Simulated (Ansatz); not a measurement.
C6H6, charge +1, doublet, at a GFN2-xTB geometry (a state made from the parent by changing its charge; the spin is typed, not shown lowest); CAM-B3LYP/6-31+G* in Ansatz (a program for electronic structure).

The Ansatz input:
Ansatz 0.2 input:
```yaml
crystal:
  periodic: [false, false, false]
  atoms:
    - {symbol: C, position_ang: [-0.76596115, 1.13457554, 0.04321457]}
    - {symbol: C, position_ang: [-1.36282008, -0.12550981, -0.05286156]}
    - {symbol: C, position_ang: [-0.61165995, -1.29037458, 0.00180888]}
    - {symbol: C, position_ang: [0.76596115, -1.13457554, -0.04321457]}
    - {symbol: C, position_ang: [1.36282008, 0.12550981, 0.05286156]}
    - {symbol: C, position_ang: [0.61165995, 1.29037458, -0.00180888]}
    - {symbol: H, position_ang: [-1.38048513, 2.00817218, 0.23976822]}
    - {symbol: H, position_ang: [-2.42662031, -0.20356231, -0.25702087]}
    - {symbol: H, position_ang: [-1.07254586, -2.26329428, -0.06190391]}
    - {symbol: H, position_ang: [1.38048513, -2.00817218, -0.23976822]}
    - {symbol: H, position_ang: [2.42662031, 0.20356231, 0.25702087]}
    - {symbol: H, position_ang: [1.07254586, 2.26329428, 0.06190391]}
basis:
  gaussian:
    orbitals: 6-31+G_.json
hamiltonian:
  xc: cam_b3lyp
total_charge: 1
magnetization: {spin_polarized: true, initial_magnetization: 1}
```
The basis file holds 6-31+G* in the JSON format of the Basis Set Exchange.

It wrote (shortened):

```
Functional definition: CAM-B3LYP
1404 factors; their error is unknown
384 factors; integrals over basis functions are off by at most 1.6e-5 eV
mean field evaluation 1: about -6296.7193 eV, gradient 4.5e1 eV
mean field evaluation 2: about -6300.7788 eV, gradient 3.6e1 eV
mean field evaluation 4: about -6306.9251 eV, gradient 6.6e-1 eV
mean field evaluation 8: about -6306.9328 eV, gradient 3.6e-2 eV
mean field evaluation 16: about -6306.8597 eV, gradient 1.4e-4 eV
mean field -6306.85974862 eV, -231.7728208186 hartree, gradient 4.1e-6 eV, S^2 0.771990; 1 other end points of the search recorded, 0 dependent functions left out
reference -6306.85991064 eV, -231.7728267727 hartree; 21, 20 occupied and 105, 106 virtual orbitals, 1404 factors
Total energy: -6306.85991064 eV, -231.7728267727 hartree
```
